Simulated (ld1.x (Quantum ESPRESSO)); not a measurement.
# Se (Z = 34): one change to a TM semilocal potential, before and after

```json
{
 "Element": "Se (Z = 34)",
 "Generator": "ld1.x (Quantum ESPRESSO) 7.5",
 "Type": "norm-conserving Troullier–Martins (semilocal form)",
 "Functional": "PBE",
 "Relativity": "scalar-relativistic",
 "Frozen core": "[Ar] 3d10",
 "Valence charge": "6",
 "Reference configuration": "4s2 4p3.5 (charge +0.5)",
 "Partial waves": "4p (bound): rc 1.65 bohr; 4s (bound): rc 1.10 bohr",
 "Local potential": "the s channel",
 "Core correction": "none"
}
```

All-electron outer shells of the reference configuration (PBE, scalar-relativistic, ld1.x):

```
shell  level (eV)  outermost node (bohr)  outermost maximum (bohr)
   4s      -21.90                   0.70                      1.51
   4p      -10.79                   0.74                      1.77
```

Change: reference 4s2 4p2.

Cutoffs: the cutoffs (Ry, on a coarse ladder) from which the occupation-weighted sum of valence levels, in a spherical-Bessel basis at the reference potential, stays within 10 and 1 mRy of its value at 400 Ry; they do not see the model core or the augmentation charge, which bear on the density cutoff. Errors are all-electron minus pseudo energies relative to the spin-unpolarised reference configuration.

Problem. What does the change do?

Solution. The potential gets neither clearly harder nor softer (90 Ry and 260 Ry → 100 Ry and 260 Ry); the s channel sets the loose cutoff, while the largest relative change is in p, which becomes harder; the range in which the s phases agree narrows (upper end 1.5 → 0.4); neither file shows a bound ghost. A semilocal file is local in each channel, so a ghost entry of none says nothing of the separable form that plane-wave codes build from it.

| quantity | base | changed |
| --- | --- | --- |
| cutoff, loose | 90 Ry | 100 Ry |
| cutoff, tight | 260 Ry | 260 Ry |
| loose cutoff by channel (10 mRy a level) | p 15 Ry, s 60 Ry | p 18 Ry, s 70 Ry |
| bound ghosts | none | none |
| largest error over its own tests, meV | +87 | +164 |
| s: phases at 1.81 bohr within 0.05 rad from the reference energy up to (Ry; the scan ends near 5) | 1.5 | 0.4 |
| p: phases at 1.81 bohr within 0.05 rad from the reference energy up to (Ry; the scan ends near 5) | to the end of the scan | 5.0 |
